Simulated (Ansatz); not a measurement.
Gas-phase electronic energies from Ansatz, PBE0-D4/def2-TZVP geometries. CCSD(T)/CBS adds triple-zeta CCSD(T) − MP2 to the extrapolated MP2 energy (def2 sets, frozen cores). This one scheme is used for every species. DFT in def2-TZVPP. B3LYP here is the variant with VWN-RPA as its local correlation; programs differ in this. One conformer a species, not always the lowest.

Reaction (ligand exchange at the Si–C bond): `ClC[SiH2]Cl` + `CO[SiH2]S` → `CO[SiH2]S[SiH2]Cl` + `CCl`

`ClC[SiH2]Cl`:

```xyz
8

Cl   -0.899   -2.034   -0.355
C     0.405   -0.887    0.065
Si   -0.342    0.827   -0.051
Cl    1.111    2.206    0.423
H     1.225   -1.034   -0.638
H     0.753   -1.124    1.070
H    -0.801    1.084   -1.433
H    -1.450    0.960    0.919
```

`CO[SiH2]S`:

Cartesian coordinates in Å:
```
C 0.560 -0.196 1.569
O -0.315 -0.454 0.494
Si -0.358 0.479 -0.853
S -1.581 -0.435 -2.322
H 0.519 -1.046 2.252
H 1.595 -0.072 1.229
H 0.263 0.705 2.117
H 1.033 0.668 -1.345
H -0.988 1.799 -0.593
H -0.728 -1.449 -2.548
```

`CO[SiH2]S[SiH2]Cl`:

Z-matrix (Å, degrees):
```
C
O 1 1.411
H 1 1.092 2 108.8
H 1 1.093 2 109.8 3 119.0
H 1 1.095 2 111.9 3 -120.4
Si 2 1.630 1 126.8 3 129.6
S 6 2.148 2 112.6 1 108.0
H 6 1.484 2 109.1 1 -14.4
H 6 1.479 2 109.7 1 -137.3
Si 7 2.115 6 99.6 2 -45.0
Cl 10 2.060 7 112.2 6 -55.3
H 10 1.478 7 106.8 6 -173.9
H 10 1.478 7 112.0 6 63.9
```

`CCl`:

Cartesian coordinates in Å:
```
C 0.134 -0.053 -0.024
Cl -1.490 0.596 0.269
H 0.720 0.052 0.886
H 0.592 0.509 -0.835
H 0.045 -1.103 -0.296
```

Is it downhill or uphill in electronic energy at CCSD(T)/CBS, and by how much? (Estimate.)

Computed: Downhill: ΔE = -0.77 eV.

What do these levels give: r2SCAN-D4, B3LYP-D4, ωB97M-V, B2PLYP, PBE, PBE0, SCS-MP2/def2-TZVPP, CCSD/def2-TZVPP, CCSD(T)/def2-TZVPP, SCS-MP2/def2-QZVPP, MP2/CBS(def2), CCSD/CBS(def2)? (Best estimate.)

Ansatz gave: r2SCAN-D4 -0.79, B3LYP-D4 -0.80, ωB97M-V -0.76, B2PLYP -0.72, PBE -0.71, PBE0 -0.73, SCS-MP2/def2-TZVPP -0.76, CCSD/def2-TZVPP -0.72, CCSD(T)/def2-TZVPP -0.74, SCS-MP2/def2-QZVPP -0.77, MP2/CBS(def2) -0.83, CCSD/CBS(def2) -0.75 eV.

Largest T1 diagnostic among the species: 0.011.

In def2-TZVPP, CCSD(T) changes the Hartree–Fock value by −0.06 eV (the triples alone add −0.02 eV) and MP2 by −0.12 eV. The D4 term adds −0.14 eV with B3LYP and −0.08 eV with PBE0; it sums over pairs of atoms, weighted by their polarisabilities, and B3LYP, whose exchange is more repulsive, gets the larger term.
